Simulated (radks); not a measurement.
Values are calculated unless marked as measured or tabulated.
Task: The mean radii <r> (bohr) of the occupied orbitals of an atom or ion are listed with their occupations. Level of theory: non-relativistic Kohn-Sham, PBE, spin-polarised, spherical densities, point nucleus (a radial shooting solver on a logarithmic mesh with Libxc functionals).

| orbital | occ. | <r> |
|---|---|---|
| 1s up | 1 | 0.02447 |
| 1s down | 1 | 0.02447 |
| 2s up | 1 | 0.1042 |
| 2s down | 1 | 0.1042 |
| 2p up | 3 | 0.08841 |
| 2p down | 3 | 0.08841 |
| 3s up | 1 | 0.2662 |
| 3s down | 1 | 0.2662 |
| 3p up | 3 | 0.2555 |
| 3p down | 3 | 0.2554 |
| 3d up | 5 | 0.2262 |
| 3d down | 5 | 0.2261 |
| 4s up | 1 | 0.5355 |
| 4s down | 1 | 0.5355 |
| 4p up | 1 | 0.5350 |

Name the element and its charge. Open shells, if any, are filled with parallel spins first.

Result: Z = 62, samarium, charge +31: Sm31+ in [Ar] 3d10 4s2 4p1. The 1s radius gives Z: for a bare nucleus <r> = 1.5/Z, 0.02419 bohr for Z = 62, and screening makes it slightly larger (0.02447 here). The occupations add up to 31, and the charge is Z minus that.
